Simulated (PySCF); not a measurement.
C5H10FOSi (doublet state).
Atom-mapped SMILES: `[CH3:1][CH2:2][Si@@:3]1([F:4])[CH:5][O:6][CH2:7][CH2:8]1` (hydrogens: H9, H10, H11 on C1; H12, H13 on C2; H14 on C5; H15, H16 on C7; H17, H18 on C8)

Structure used (GFN2-xTB), in Å, numbered top down from 1:
```xyz
18
C5H10FOSi angstrom
C     -2.4074    0.3675   -0.6509
C     -1.7328   -0.8886   -0.1093
Si     0.1620   -0.8401   -0.1165
F      0.5995   -2.2360    0.6208
C      1.1047   -0.5117   -1.6674
O      2.0487    0.4468   -1.5261
C      2.3159    0.7839   -0.1718
C      1.0925    0.5972    0.7247
H     -2.1461    1.2364   -0.0518
H     -2.0995    0.5558   -1.6762
H     -3.4901    0.2586   -0.6338
H     -2.0814   -1.0770    0.9069
H     -2.0472   -1.7481   -0.7021
H      0.9540   -0.7809   -2.6976
H      2.6838    1.8126   -0.1858
H      3.1253    0.1287    0.1766
H      1.4092    0.3913    1.7423
H      0.5001    1.5099    0.7415
```

The hyperfine couplings belong to this conformer and change with its torsions.

Method used: PySCF, UKS B3LYP, pcH-1 on C F H O Si, non-relativistic, mean-field spin-orbit, GIAO. One conformer (not necessarily the lowest) at the GFN2-xTB geometry, without solvent, vibrations or thermal averaging. A GFN2-xTB geometry isn't a minimum of the functional, and hyperfine couplings can be far from their values at a DFT geometry. The SCF solution wasn't tested for stability.

(1) Give the principal g shifts and their parts.

(2) What effective moment and Curie constant follow for a powder?

(3) How much does each term add to the isotropic shift?

(4) What are the electron Larmor frequencies g μB B/h along the three axes at 3350 mT?

(5) In a frozen sample, at which fields do the three g values resonate at 9.5, 34, 94 and 263 GHz (hyperfine left aside), and which band first spreads them over more than twice a line width of 0.3 mT?

## Answers

(1) 
```
                    Δg (ppm)     1     2     3
relativistic mass correction  -193  -193  -193
            gauge correction     2    36    38
   orbital Zeeman/spin–orbit   -84  1172  2698
                       total  -275  1016  2543
```

So g = 2.00204, 2.00333, 2.00486 and g_iso = 2.00341; the tensor is rhombic: the two nearest values differ by 46 % of g3 − g1. Axes: g2 points within 8° of the C5–O6 bond.

(2) With the mean of g² = 4.0137 and S(S+1) = 0.75: μ_eff = √(⟨g²⟩S(S+1)) = 1.735 μB and χT = 0.12505·⟨g²⟩·S(S+1) = 0.376 cm³ K/mol (cgs; spin-Hamiltonian part alone).

(3) The orbital-Zeeman/spin–orbit term 1262, the mass correction -193 and the gauge correction 25 ppm, for a total of 1094 ppm. The orbital-Zeeman/spin–orbit term is the largest in size. The mass correction is the same along every axis, so the anisotropy comes from the other two: their spans along these axes are 35 (gauge) and 2782 ppm (orbital Zeeman/spin–orbit).

(4) 93.8707, 93.9312, 94.0028 GHz for g1, g2 and g3, a range of 132.1 MHz.

(5) 
| band | GHz | B(g3) mT | B(g2) mT | B(g1) mT | spread mT |
| --- | --- | --- | --- | --- | --- |
| X | 9.5 | 338.55 | 338.81 | 339.03 | 0.48 |
| Q | 34.0 | 1211.67 | 1212.59 | 1213.37 | 1.71 |
| W | 94.0 | 3349.90 | 3352.45 | 3354.61 | 4.71 |
| J | 263.0 | 9372.59 | 9379.74 | 9385.78 | 13.19 |

The spread grows in proportion to the frequency. Q band is the first where it exceeds 0.6 mT.

The largest Mulliken spin populations are on C5 (+0.78) and O6 (+0.18). The angles at C5 add up to 358.9°, so it is planar; its axial dipolar tensor and the negative coupling of its proton fit spin in a p orbital normal to that plane.

The HOMO–LUMO gaps are 5.89 eV among the α and 6.24 eV among the β orbitals.
